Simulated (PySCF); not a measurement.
# Radial density of Ga⁺ (gallium, charge +1)

UHF, [Ar] 3d10 4s2, closed-shell 1S. Calculation: PySCF 2.14, in x2c-TZVPall; scalar relativity by spin-free X2C-1e.

```json
{"r (bohr)": "0.000769", "4πr²ρ (e/bohr)": "0.2375"}
{"r (bohr)": "0.00129", "4πr²ρ (e/bohr)": "0.5917"}
{"r (bohr)": "0.00217", "4πr²ρ (e/bohr)": "1.465"}
{"r (bohr)": "0.00366", "4πr²ρ (e/bohr)": "3.519"}
{"r (bohr)": "0.00615", "4πr²ρ (e/bohr)": "7.961"}
{"r (bohr)": "0.0104", "4πr²ρ (e/bohr)": "16.33"}
{"r (bohr)": "0.0174", "4πr²ρ (e/bohr)": "28.42"}
{"r (bohr)": "0.0293", "4πr²ρ (e/bohr)": "37.60"}
{"r (bohr)": "0.0493", "4πr²ρ (e/bohr)": "34.44"}
{"r (bohr)": "0.0828", "4πr²ρ (e/bohr)": "31.14"}
{"r (bohr)": "0.139", "4πr²ρ (e/bohr)": "43.25"}
{"r (bohr)": "0.234", "4πr²ρ (e/bohr)": "31.36"}
{"r (bohr)": "0.394", "4πr²ρ (e/bohr)": "22.23"}
{"r (bohr)": "0.663", "4πr²ρ (e/bohr)": "24.38"}
{"r (bohr)": "1.12", "4πr²ρ (e/bohr)": "7.557"}
{"r (bohr)": "1.88", "4πr²ρ (e/bohr)": "1.734"}
{"r (bohr)": "3.16", "4πr²ρ (e/bohr)": "0.4336"}
{"r (bohr)": "5.31", "4πr²ρ (e/bohr)": "0.02279"}
{"r (bohr)": "8.93", "4πr²ρ (e/bohr)": "2.276e-05"}
```

Densities and radii are taken from the X2C orbitals without a picture-change correction, which distorts them close to the nucleus.
